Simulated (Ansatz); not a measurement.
```xyz
10

C    -0.271    1.203    1.091
B    -0.339   -0.165    0.354
C     0.450   -0.478   -0.913
Cl    1.521    0.646   -1.703
C     0.328   -1.675   -1.462
S     0.160   -3.078   -2.070
H    -1.281    1.604    1.229
H     0.348    1.957    0.603
H     0.112    1.041    2.106
H    -1.029   -1.054    0.767
```

Total charge 0; spin multiplicity 1.

**Question.** List the r2SCAN/def2-TZVPP orbital energies in eV (Ansatz 0.2.0). (An estimate is asked.)

**Answer.** Ansatz gave: Occupied: -2753.84, -2410.42, -276.02, -274.66, -272.47, -255.18, -214.84, -193.81, -193.54, -193.53, -180.41, -158.88, -158.86, -158.73, -23.29, -21.79, -18.92, -18.24, -13.81, -12.59, -11.79, -10.80, -10.48, -10.03, -9.50, -8.60, -8.58, -8.26, -7.78, -6.09. Lowest empty: -3.62, -2.48, 0.42, 0.55, 1.27, 1.64, 1.97, 2.85.
